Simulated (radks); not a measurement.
Ionisation of neutral iodine, [Kr] 4d10 5s2 5p5, to [Kr] 4d10 5s2 5p4 as the strength of local exchange is varied. Calculated with a radial shooting solver on a logarithmic mesh with Libxc functionals: Dirac Kohn-Sham, Slater X-alpha exchange (alpha = 2/3 is LDA exchange), no correlation, spin-unpolarised, spherical densities, point nucleus; open shells fill j = l - 1/2 first.

alpha  E(I) (hartree)  exchange (hartree)  IE (eV)  -e of the level emptied (eV)  <r> of it (bohr)
0.601     -7091.37501          -153.42693    9.049                 5.169 (5p3/2)             2.598
0.667     -7108.24320          -170.66596    9.696                 5.743 (5p3/2)             2.552
0.713     -7120.02264          -182.72652   10.159                 6.157 (5p3/2)             2.521
0.714     -7120.27892          -182.98912   10.170                 6.166 (5p3/2)             2.521
0.793     -7140.55324          -203.79029   10.987                 6.902 (5p3/2)             2.471
0.998     -7193.42123          -258.28060   13.233                 8.953 (5p3/2)             2.355
1.039     -7204.03938          -269.26734   13.704                 9.387 (5p3/2)             2.333

NIST Atomic Spectra Database: 10.451 eV (measured). The Delta-SCF value meets it near alpha = 0.74. Spin polarisation and multiplet splitting are left out, so open shells lie too high by an amount that depends on their filling.

Beside tabulated values, note that spin-unpolarised runs miss the spin-polarisation part of the exchange energy of open shells.
